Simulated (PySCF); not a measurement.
## Continuum solvent and chemical shifts

Numbering as in the mapped SMILES `[OH:1][B:2]([OH:3])/[CH:4]=[CH:5]/[O:6][SiH3:7]`; H(Xn) means a hydrogen on atom n.

GIAO PBE0/pcSseg-1 in PySCF on one PBE0-D3(BJ)/def2-SVP conformer, non-relativistic, equivalent nuclei averaged. Solvents enter as an IEF-PCM continuum (cyclohexane with ε = 2.0, dichloromethane with ε = 8.9) around the gas-phase geometry. Shifts are referred to BF3·OEt2, TMS computed in the same medium.

Gas phase, δ in ppm: B2 27.8, C5 168.2, C4 102.3, Si7 -27.1, H(C5) 7.18, H(Si7) 4.90, H(C4) 4.62, H(O1)/H(O3) 3.37. Dipole moment 0.83 D.

Q: How does each δ change in the continuum?

A: 
| atoms | environment | Δδ, cyclohexane | Δδ, dichloromethane |
| --- | --- | --- | --- |
| B2 | boron bonded to C, 2 O | +0.3 | +0.7 |
| C5 | alkene carbon bearing oxygen | +0.9 | +1.9 |
| C4 | β carbon of an enol-ether or enamine type C=C | 0.0 | +0.2 |
| Si7 | silicon bonded to O, 3 H | +1.0 | +2.0 |
| H(C5) | hydrogen on an alkene carbon bearing oxygen | +0.04 | +0.07 |
| H(Si7) | hydrogen on a silicon bonded to O | +0.01 | +0.01 |
| H(C4) | hydrogen on a β carbon of an enol-ether or enamine type C=C | +0.05 | +0.13 |
| H(O1)/H(O3) | hydrogen on an oxygen bonded to B | +0.32 | +0.70 |

Changes are relative to the gas phase. The dipole moment becomes 0.89 D in cyclohexane, 0.92 D in dichloromethane.

Q: Which of the listed nuclei move most (in ppm), and what does the model miss? (N and O are left out, as their reference compounds move with the solvent too.)

A: C5 (alkene carbon bearing oxygen, +1.9 ppm) and Si7 (silicon bonded to O, 3 H, +2.0 ppm) in dichloromethane. A continuum only polarises the solute; specific hydrogen bonds, the anisotropy of aromatic solvents and changes of geometry or conformer are outside it.
